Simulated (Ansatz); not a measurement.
Two structures of Si2H7OF, singlet, reached by relaxing down either side of one saddle point (PBE0-D4/def2-TZVP). Energies are electronic, without zero-point energy. Ansatz 0.2.0; basis: def2-TZVPP and def2-QZVPP; cores frozen in the correlated methods. Extrapolation: Hartree–Fock as exp(−7.88 √X), correlation as X^−2.97. First:

```tsv
atom	x (Å)	y (Å)	z (Å)
Si1	-1.4408	0.0277	1.0956
F2	-1.5035	-1.3569	0.3045
H3	-2.7923	0.2324	1.6675
H4	-1.0370	1.0834	0.1478
O5	-0.2955	-0.0122	2.2534
H6	1.5750	-0.4570	-0.3317
Si7	1.5013	0.1124	-1.7005
H8	-0.4417	-0.5437	3.0368
H9	0.2291	-0.2996	-2.3448
H10	1.5578	1.5945	-1.6224
H11	2.6475	-0.3811	-2.5061
```

Second:

```
11
angstrom
Si -1.0654 0.7342 0.3904
F 0.7633 -2.1476 1.0873
H -2.2495 -0.0432 -0.0755
H -1.4309 2.1704 0.4553
O -0.5710 0.2955 1.8938
H 0.9738 -1.8555 0.2276
Si 0.6388 0.4427 -1.2089
H -0.1778 -0.5807 1.9708
H 0.1634 0.7070 -2.5929
H 1.8450 1.2655 -0.9320
H 1.1100 -0.9882 -1.2158
```

Question: Which bonds change from the first to the second?

Answer: SiH₃OF ([OH][SiH2][F]) + SiH₄ → Si₂H₆O ([OH][SiH2][SiH3]) + HF; bonds formed: Si1–Si7, F2–H6; bonds broken: Si1–F2, H6–Si7.

Question: Give the saddle point's structure and its height above each. (To be estimated.)

Answer: By the calculation: 3.079 eV above the first and 1.548 eV above the second (CCSD(T) at an estimated basis limit (MP2 extrapolated from triple and quadruple zeta, plus CCSD(T) − MP2 in triple zeta)).
```csv
atom,x (Å),y (Å),z (Å)
Si1,-0.8410,0.1446,0.5725
F2,-0.0402,-1.6924,0.8084
H3,-2.0861,-0.5236,0.1461
H4,-0.9114,1.5476,0.0569
O5,-0.5373,0.4381,2.1497
H6,0.3981,-0.9986,-0.0535
Si7,0.9121,0.2189,-1.3054
H8,-0.3380,-0.3385,2.6773
H9,-0.0858,0.6207,-2.3283
H10,1.6988,1.3846,-0.8370
H11,1.8307,-0.8013,-1.8866
```

The T1 diagnostic stays at or below 0.014.

Labels in which every atom is bracketed show which atoms are joined, not bond orders.

For scale, one of the runs: CCSD(T)/def2-TZVPP, 244 basis functions, launched by `ansatz run in.yaml --threads 4 --pin off --events-out ev --progress --plain --max-ram 9574MiB`. The run took 2.8 min on 4 CPU threads of an Intel Xeon (shared host), with 4.7 GiB of host memory at its peak.
